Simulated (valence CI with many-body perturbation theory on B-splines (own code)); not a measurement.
**Missing levels of Mo28+**

Calculated by valence CI with perturbative core correlation (CI+MBPT): four valence electrons over a frozen Dirac-Fock core [Ne], a basis of 11 s, 11 p, 9 d, 7 f, 5 g, 2 h, 1 i functions for each j, with the one-electron correlation potential Σ1 (screened to all orders), the two-electron term Σ2, the three-electron term Σ3, Breit, model QED; selected single and double excitations, second order for the rest (own B-spline code, finite nucleus).

No measured spectrum was set against this ion. As an estimate, large intervals hold to a few tenths of a per cent, small ones and those within an open d or f shell to about a per cent.

```csv
Level,E (eV)
(3s^2 3p1/2^2) J=0,0.00
(3s^2 3p1/2 3p3/2) J=1,20.05
(3s^2 3p1/2 3p3/2) J=2,?
(3s^2 3p3/2^2) J=2,47.79
(3s^2 3p3/2^2) J=0,58.16
(3s 3p1/2^2 3p3/2) J=2,?
(3s 3p1/2^2 3p3/2) J=1,101.65
(3s 3p1/2 3p3/2^2) J=2,?
(3s 3p1/2 3p3/2^2) J=3,114.26
(3s^2 3p1/2 3d3/2) J=2 [a],121.48
(3s 3p1/2 3p3/2^2) J=0,123.91
(3s 3p1/2 3p3/2^2) J=1 [a],126.31
(3s^2 3p1/2 3d3/2) J=2 [b],?
(3s 3p1/2 3p3/2^2) J=1 [b],138.52
(3s^2 3p1/2 3d5/2) J=3,?
(3s 3p3/2^3) J=2,141.96
(3s^2 3p1/2 3d3/2) J=1,146.23
(3s^2 3p1/2 3d5/2) J=2,147.63
(3s^2 3p3/2 3d5/2) J=4,?
(3s^2 3p3/2 3d3/2) J=1,160.79
```

Levels are named by their leading jj configuration (3d3/2^4 stands for four electrons in 3d with j = 3/2), which in mixed levels can hold well under half, so a name can repeat and another be missing. Letters in brackets count levels of one name in rising energy.

Q: The levels stand in rising order. What does the calculation give for the missing energies?

A: (3s^2 3p1/2 3p3/2) J=2 24.43; (3s 3p1/2^2 3p3/2) J=2 86.61; (3s 3p1/2 3p3/2^2) J=2 107.78; (3s^2 3p1/2 3d3/2) J=2 [b] 132.45; (3s^2 3p1/2 3d5/2) J=3 138.97; (3s^2 3p3/2 3d5/2) J=4 156.52.
